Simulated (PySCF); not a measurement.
Job for PySCF: D3(BJ) and D4 dispersion corrections on FHO2S (a complex), monomers drawn apart or pushed together.

```python
from pyscf import gto
from pyscf.dispersion import dftd3, dftd4

mol = gto.M(
    atom='''
    F     0.35084368    0.50696988   -0.65679428
    H     0.08404084    0.72411377    0.21057448
    O    -0.46731925    0.50618771    2.71969571
    S    -0.32566650   -0.72690850    3.46203569
    O    -0.66641710   -0.71144852    4.85477638
    ''',
    basis='def2-svp',
    charge=0, spin=0, verbose=0, max_memory=1800)
d3, d4 = {}, {}
for xc in ['hf', 'pbe', 'blyp', 'revpbe', 'tpss', 'r2scan', 'b3lyp', 'pbe0', 'bhlyp', 'camb3lyp', 'b2plyp']:
    d3[xc] = float(dftd3.DFTD3Dispersion(mol, xc=xc, version='d3bj', atm=False).get_dispersion()['energy'])
    print(f'D3(BJ) {xc:10s} {d3[xc]:14.8f} Eh')
for xc in ['hf', 'pbe', 'blyp', 'revpbe', 'tpss', 'r2scan', 'b3lyp', 'pbe0', 'bhlyp', 'camb3lyp', 'b2plyp']:
    d4[xc] = float(dftd4.DFTD4Dispersion(mol, xc={'camb3lyp': 'cam-b3lyp'}.get(xc, xc), atm=True).get_dispersion()['energy'])
    print(f'D4     {xc:10s} {d4[xc]:14.8f} Eh')
```

The log:

```
D3(BJ) hf            -0.01821829 Eh
D3(BJ) pbe           -0.00197175 Eh
D3(BJ) blyp          -0.00421862 Eh
D3(BJ) revpbe        -0.00494892 Eh
D3(BJ) tpss          -0.00249040 Eh
D3(BJ) r2scan        -0.00056638 Eh
D3(BJ) b3lyp         -0.00345615 Eh
D3(BJ) pbe0          -0.00171774 Eh
D3(BJ) bhlyp         -0.00273590 Eh
D3(BJ) camb3lyp      -0.00157148 Eh
D3(BJ) b2plyp        -0.00161693 Eh
D4     hf            -0.00796892 Eh
D4     pbe           -0.00212232 Eh
D4     blyp          -0.00471075 Eh
D4     revpbe        -0.00690148 Eh
D4     tpss          -0.00285967 Eh
D4     r2scan        -0.00054269 Eh
D4     b3lyp         -0.00339672 Eh
D4     pbe0          -0.00178496 Eh
D4     bhlyp         -0.00247365 Eh
D4     camb3lyp      -0.00179744 Eh
D4     b2plyp        -0.00147866 Eh
```

The run finished.

Cost: around 0.020 core-seconds (rough).
